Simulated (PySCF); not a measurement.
Cards and structures have been mixed up. Pair them.

Structures:
1. `CN(C)[Si@@H](P)[PH3+]`
2. `C1=COCCC1`
3. `[SiH3]N([SiH3])[SiH]1N[SiH2]N1`

Card P (geometry GFN2-xTB):
* Rotational constants A, B, C: 2.116, 0.847, 0.685 GHz
* Static isotropic polarisability (CAM-B3LYP/def2-SVPD): 116.6 au
* Strongest line among the 8 lowest singlet transitions (TDDFT CAM-B3LYP/def2-SVPD): S1 at 5.80 eV (214 nm, f = 0.026)
* Dipole moment (CAM-B3LYP/def2-SVPD): 0.41 D
* Lowest triplet excitation (Tamm–Dancoff) (TDA CAM-B3LYP/def2-SVPD): 5.54 eV
* Isotropic shieldings of nuclei other than C and H, by class (GIAO PBE0/pcSseg-1): 233 (2 N), 238 (1 N), 373 (1 Si), 375 (1 Si), 404 (2 Si) ppm

Card Q (geometry GFN2-xTB):
* Rotational constants A, B, C: 1.636, 1.354, 0.874 GHz
* Static isotropic polarisability (CAM-B3LYP/def2-SVPD): 109.5 au
* Lowest triplet excitation (Tamm–Dancoff) (TDA CAM-B3LYP/def2-SVPD): 4.46 eV
* HOMO energy (CAM-B3LYP/def2-SVPD): -12.42 eV
* Strongest line among the 8 lowest singlet transitions (TDDFT CAM-B3LYP/def2-SVPD): S2 at 5.76 eV (215 nm, f = 0.108)
* Lowest singlet excitation (TDDFT CAM-B3LYP/def2-SVPD): 5.37 eV (231 nm, f = 0.089)

Card R (geometry GFN2-xTB):
- Rotational constants A, B, C: 5.253, 4.798, 2.740 GHz
- Static isotropic polarisability (CAM-B3LYP/def2-SVPD): 60.2 au
- 13C chemical shifts (computed TMS as zero) by class (GIAO PBE0/pcSseg-1): 152.3 (1 C), 104.3 (1 C), 68.1 (1 C), 25.7 (1 C), 24.2 (1 C) ppm
- Dipole moment (CAM-B3LYP/def2-SVPD): 1.43 D
- Strongest line among the 8 lowest singlet transitions (TDDFT CAM-B3LYP/def2-SVPD): S2 at 6.62 eV (187 nm, f = 0.125)
- Lowest triplet excitation (Tamm–Dancoff) (TDA CAM-B3LYP/def2-SVPD): 4.31 eV

Species are written as SMILES; each is one conformer at its optimised geometry, gas phase, non-relativistic unless stated; the electronic structure was computed with PySCF and density fitting. NMR classes are plain means over equivalent atoms (diastereotopic ones count apart unless rotation or inversion swaps them), as if these changed places fast.

Task: Which card belongs to which structure?

Result: P = 3, Q = 1, R = 2. What ties each card to its structure:
- 1 (card Q), [C2H12NP2Si]+, monoisotopic mass 140.0 u, 6 heavy atoms: a HOMO at -12.42 eV for the only species of charge +1; an asymmetric top with C = 0.874 GHz; polarisability 109.5 au for 74 electrons.
- 2 (card R), C5H8O, monoisotopic mass 84.1 u, 6 heavy atoms: 5 C in 5 classes; the least shielded carbon (152.3 ppm) is a vinylic carbon bearing oxygen; an asymmetric top with C = 2.740 GHz, the highest such constant on the cards; polarisability 60.2 au for 46 electrons, the smallest shown; dipole 1.43 D.
- 3 (card P), H11N3Si4, monoisotopic mass 165.0 u, 7 heavy atoms: an asymmetric top with C = 0.685 GHz, the lowest such constant on the cards; polarisability 116.6 au for 88 electrons, the largest shown; dipole 0.41 D.
